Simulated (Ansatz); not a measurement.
`C#C[Si](F)(F)F` + `Cl[Si](Cl)(Cl)[GeH3]` → `F[Si](F)(F)[GeH3]` + `C#C[Si](Cl)(Cl)Cl` at 700 K and 1 bar (redistribution).

Program: Ansatz. Geometries: PBE0-D4/def2-TZVP. ΔE: electronic, gas phase. CCSD(T)/CBS is the MP2 limit (def2-TZVPP, def2-QZVPP) plus CCSD(T) − MP2 in def2-TZVPP, frozen cores. For Ge outer-core shells are correlated without core-valence functions, which leaves a few kJ/mol of doubt a bond. Scalar relativity is left out up to krypton.

```json
{"species": "`C#C[Si](F)(F)F`", "CCSD(T)/CBS energy (Eh)": "-665.32575", "H − E (kJ/mol)": "142.9", "S (J/(mol·K))": "425.3"}
{"species": "`Cl[Si](Cl)(Cl)[GeH3]`", "CCSD(T)/CBS energy (Eh)": "-3746.48623", "H − E (kJ/mol)": "158.0", "S (J/(mol·K))": "507.2"}
{"species": "`F[Si](F)(F)[GeH3]`", "CCSD(T)/CBS energy (Eh)": "-2666.58098", "H − E (kJ/mol)": "161.8", "S (J/(mol·K))": "465.3"}
{"species": "`C#C[Si](Cl)(Cl)Cl`", "CCSD(T)/CBS energy (Eh)": "-1745.22500", "H − E (kJ/mol)": "138.9", "S (J/(mol·K))": "468.7"}
```

H − E and S are ideal-gas, rigid-rotor, harmonic terms from PBE0-D4/def2-TZVP. 1 Eh = 2625.50 kJ/mol, R = 8.31446 J/(mol·K).

Question: By hand: ΔE, ΔH, ΔS and ΔG.

Answer: ΔE = (-2666.58098) + (-1745.22500) − (-665.32575) − (-3746.48623) = 0.00600 Eh = 15.8 kJ/mol. Δ(H − E) = 161.8 + 138.9 − 142.9 − 158.0 = -0.2, so ΔH = 15.6 kJ/mol. ΔS = 465.3 + 468.7 − 425.3 − 507.2 = 1.5 J/(mol·K). ΔG = 15.6 − 700 × (1.5)/1000 = 14.5 kJ/mol.

Question: By hand: the equilibrium constant, and the temperature at which ΔG would vanish if ΔH and ΔS stayed fixed.

Answer: log₁₀ K = −ΔG/(RT ln 10) = -1.1. ΔG = 0 at ΔH/ΔS = 10400 K, far beyond where these terms or the molecules hold.

The number of gas molecules stays the same, so ΔS is small and ΔH decides. A doubt of 5 kJ/mol in ΔE shifts log₁₀ K by 0.4 here. These are equilibria of isolated gas molecules and say nothing of rates. Largest T1 diagnostic: 0.013 (customary marks: 0.02 for closed shells, 0.045 for open ones).
